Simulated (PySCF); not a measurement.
# Ionisation energy of Ar⁺ by level of theory

Ar⁺ [Ne] 3s2 3p5 (2P) → Ar²⁺ [Ne] 3s2 3p4 (3P), as a difference of total energies. Calculation: PySCF 2.14, in aug-cc-pCVTZ-DK; scalar relativity by spin-free X2C-1e. Correlated levels: valence: [Ne] frozen. The calculations carry no spin-orbit coupling.

| method | ionisation energy (eV) |
| --- | --- |
| UHF | 26.352 |
| MP2 (valence) | 27.361 |
| SCS-MP2 (valence) | 27.360 |
| CCSD (valence) | 27.326 |
| CCSD(T) (valence) | 27.365 |

How much does correlation contribute at CCSD(T) (valence)?

27.365 − (26.352) = 1.013 eV, measured against UHF.

A first-order spin-orbit estimate (lowest level to lowest level, LS coupling) adds -0.007 eV.

Errors of the correlated levels include the incompleteness of this basis and the frozen core.

For comparison: 27.630 eV (measured; NIST Atomic Spectra Database, ionization energies).
